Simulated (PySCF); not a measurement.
[OsO3(H2O)2]2+ at several levels of theory

Computed with PySCF 2.14.0 (density fitting, no spin-orbit coupling) at the geometry relaxed with BP86:

```xyz
10
[OsO3(H2O)2]2+ (singlet)
Os    0.0283    0.0000    0.0334
O    -0.7723    0.0000    1.5426
O    -0.9502    0.0000   -1.3767
O     1.7460    0.0000    0.0241
O     0.1031    2.0649   -0.0793
H     0.8375    2.6136    0.3119
H    -0.6728    2.6381   -0.3309
O     0.1031   -2.0649   -0.0793
H    -0.6728   -2.6381   -0.3309
H     0.8375   -2.6136    0.3119
```

```csv
level,basis,state,HOMO (eV),gap (eV),charge on Os1 (e),dipole about the centre of mass (D),largest force component (eV/Å)
BP86,"Os def2-SVP with ECP60, O def2-SVP, H def2-SVP",singlet,-19.95,2.58,1.28,0.23,0.03
M06-L,the same,singlet,-20.43,2.96,1.64,0.27,0.84
BLYP,the same,singlet,-19.68,2.56,1.28,0.23,0.50
TPSS,the same,singlet,-20.00,2.74,1.38,0.23,0.15
CAM-B3LYP,the same,singlet,-22.81,7.21,1.41,0.29,2.17
BP86,"Os x2c-SVPall, O x2c-SVPall, H x2c-SVPall",singlet,-20.07,2.49,1.03,0.23,0.71
```

Charges are Mulliken's, which hang on the basis. The relaxation used the grid (50, 194), these runs (75, 302) or, all-electron (x2c bases, spin-free X2C Hamiltonian), (99, 590).

Task: What does BP86 with Os def2-TZVP with ECP60, O def2-TZVP, H def2-TZVP give here?

Result: state singlet, HOMO (eV) -19.77, gap (eV) 2.60, charge on Os1 (e) 1.48, dipole about the centre of mass (D) 0.22, largest force component (eV/Å) 0.32. Time: 27 s on 2 threads of Arm Neoverse V1 (shared host), from free ions and atoms.

In the first row's basis the gap widens with exact exchange: 2.6 to 3.0 eV for BLYP, BP86, TPSS, M06-L (none); 7.2 eV for CAM-B3LYP (rising or full at long range).
